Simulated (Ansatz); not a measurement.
One change: `N=C(Cl)[SeH]` becomes `BOC(=N)Cl`.

Ansatz, PBE0-D4/def2-TZVP geometries, multiplicity 1. Each molecule was computed in one conformer, which needn't be the lowest.

Scalar relativity is left out up to krypton.

```
                                                                                  property  `N=C(Cl)[SeH]`
                                        size of the dipole moment (ωB97M-V/def2-TZVPP) / D            2.09
ideal-gas entropy at 298 K and 1 bar (rigid rotor, harmonic PBE0-D4/def2-TZVP) / J/(mol·K)             316
                                                         HOMO energy (PBE/def2-TZVPP) / eV           -6.36
                                                   HOMO–LUMO gap (ωB97M-V/def2-TZVPP) / eV           10.65
                                            size of the dipole moment (PBE/def2-TZVPP) / D            1.96
                                            zero-point energy (PBE0-D4/def2-TZVP) / kJ/mol            78.1
```

**Question.** What does the change do to each property? (Estimate.)

**Answer.** Computed: 
```json
{"property": "size of the dipole moment (ωB97M-V/def2-TZVPP) / D", "`BOC(=N)Cl`": "1.89", "shift": "-0.20"}
{"property": "ideal-gas entropy at 298 K and 1 bar (rigid rotor, harmonic PBE0-D4/def2-TZVP) / J/(mol·K)", "`BOC(=N)Cl`": "316", "shift": "0"}
{"property": "HOMO energy (PBE/def2-TZVPP) / eV", "`BOC(=N)Cl`": "-7.18", "shift": "-0.82"}
{"property": "HOMO–LUMO gap (ωB97M-V/def2-TZVPP) / eV", "`BOC(=N)Cl`": "11.46", "shift": "0.81"}
{"property": "size of the dipole moment (PBE/def2-TZVPP) / D", "`BOC(=N)Cl`": "1.69", "shift": "-0.27"}
{"property": "zero-point energy (PBE0-D4/def2-TZVP) / kJ/mol", "`BOC(=N)Cl`": "127.0", "shift": "48.9"}
```

With PBE0 the HOMO falls by 1.24 eV and the LUMO falls by 0.55 eV, so the gap widens by about 0.69 eV. PBE moves the HOMO by -0.82 eV and ωB97M-V by -1.43 eV. The zero-point energy changes by 48.9 kJ/mol with +6 modes. Dipoles are sizes alone; their direction can turn.

Spin–orbit coupling is left out; it splits and shifts lone-pair levels of the heavy atoms by tenths of an eV.
